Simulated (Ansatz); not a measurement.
A CCSD(T) single point on `CO[CH2][GaH][OH]`.

```yaml
crystal:
  periodic: [false, false, false]
  atoms:
    - {symbol: C, position_ang: [-0.668091, 0.967763, 1.547722]}
    - {symbol: O, position_ang: [0.420552, 1.317110, 0.747364]}
    - {symbol: C, position_ang: [0.322527, 0.776904, -0.550336]}
    - {symbol: Ga, position_ang: [0.586614, -1.193114, -0.645969]}
    - {symbol: O, position_ang: [0.292147, -1.847125, -2.291190]}
    - {symbol: H, position_ang: [-0.756830, -0.126340, 1.657436]}
    - {symbol: H, position_ang: [-0.512634, 1.403726, 2.534870]}
    - {symbol: H, position_ang: [-1.614025, 1.344965, 1.133078]}
    - {symbol: H, position_ang: [1.112830, 1.239828, -1.149150]}
    - {symbol: H, position_ang: [-0.630060, 1.053277, -1.026569]}
    - {symbol: H, position_ang: [1.065182, -2.204637, 0.454534]}
    - {symbol: H, position_ang: [0.458786, -2.787460, -2.377890]}
basis:
  gaussian: {orbitals: def2-TZVPP}
correlation: {method: ccsd_t}
```

```sh
$ ansatz run in.yaml --threads 4 --pin off --events-out ev --progress --plain --max-ram 10444MiB
```

Output of Ansatz, abridged:

```
Functional definition: HF
1642 factors; integrals over basis functions are off by at most 1.1e-3 eV
mean field evaluation 1: about -58577.6562 eV, gradient 4.8e1 eV
mean field evaluation 2: about -58577.8924 eV, gradient 4.9e1 eV
mean field evaluation 4: about -58582.6921 eV, gradient 4.6e0 eV
mean field evaluation 8: about -58582.7656 eV, gradient 3.8e-1 eV
mean field -58582.76589530 eV, -2152.8769378275 hartree, gradient 2.4e-6 eV, S^2 0.000000; 0 other end points of the search recorded, 0 dependent functions left out
13 core orbitals not correlated: weight in the atoms' cores, before any rotation towards them, 1.000 or more for the frozen orbitals, at most 0.000 for the correlated occupied ones
reference -58582.76589530 eV, -2152.8769378275 hartree; 20, 20 occupied and 237, 237 virtual orbitals, 1642 factors
second order -28.89620424 eV of doubles, -0.00000000 eV of singles
cycle   1  -28.62699887 eV  change    2.7e-1 eV  update   1.3e-1
cycle   2  -29.42208635 eV  change   -8.0e-1 eV  update   3.8e-2
cycle   3  -29.59370506 eV  change   -1.7e-1 eV  update   2.0e-2
cycle   4  -29.57666343 eV  change    1.7e-2 eV  update   5.3e-3
cycle   5  -29.57418186 eV  change    2.5e-3 eV  update   3.0e-3
cycle   6  -29.57594958 eV  change   -1.8e-3 eV  update   9.9e-4
cycle   7  -29.57558342 eV  change    3.7e-4 eV  update   4.2e-4
cycle   8  -29.57541154 eV  change    1.7e-4 eV  update   1.3e-4
cycle   9  -29.57544987 eV  change   -3.8e-5 eV  update   5.6e-5
cycle  10  -29.57547290 eV  change   -2.3e-5 eV  update   2.1e-5
perturbative correction -1.14253614 eV, -0.0419874287 hartree
Total energy: -58613.48390434 eV, -2154.0058038382 hartree
```

Hardware: 4 threads of an Arm Neoverse V1 on a shared host. Wall time 5.6 min, peak host memory 7.4 GiB.

MP2 recovers 94.1 % of the CCSD(T) correlation energy and the triples give 3.7 %; T1 = 0.0134.
